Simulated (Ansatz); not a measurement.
One change: `CC[SiH2][SeH]` becomes `CC[SiH2]CS`.

Ansatz, PBE0-D4/def2-TZVP geometries, multiplicity 1. Each molecule was computed in one conformer, which needn't be the lowest.

Scalar relativity is left out up to krypton.

```
                             property  `CC[SiH2][SeH]`
  HOMO energy (B3LYP/def2-TZVPP) / eV            -6.68
   HOMO energy (PBE0/def2-TZVPP) / eV            -6.92
 HOMO–LUMO gap (PBE0/def2-TZVPP) / eV             7.12
   LUMO energy (PBE0/def2-TZVPP) / eV             0.20
HOMO–LUMO gap (B3LYP/def2-TZVPP) / eV             6.60
HOMO energy (ωB97M-V/def2-TZVPP) / eV            -9.09
```

(1) What does the change do to each property? (An estimate is asked.)

Answers

(1) Ansatz gave: 
| property | `CC[SiH2]CS` | shift |
| --- | --- | --- |
| HOMO energy (B3LYP/def2-TZVPP) / eV | -6.49 | 0.19 |
| HOMO energy (PBE0/def2-TZVPP) / eV | -6.72 | 0.20 |
| HOMO–LUMO gap (PBE0/def2-TZVPP) / eV | 7.03 | -0.09 |
| LUMO energy (PBE0/def2-TZVPP) / eV | 0.31 | 0.11 |
| HOMO–LUMO gap (B3LYP/def2-TZVPP) / eV | 6.54 | -0.06 |
| HOMO energy (ωB97M-V/def2-TZVPP) / eV | -8.94 | 0.15 |

With PBE0 the HOMO rises by 0.20 eV and the LUMO rises by 0.11 eV, so the gap narrows by about 0.09 eV. PBE moves the HOMO by 0.28 eV and ωB97M-V by 0.15 eV.

B3LYP here is the variant with VWN-RPA as its local correlation; programs differ in this.

Spin–orbit coupling is left out; it splits and shifts lone-pair levels of the heavy atoms by tenths of an eV.
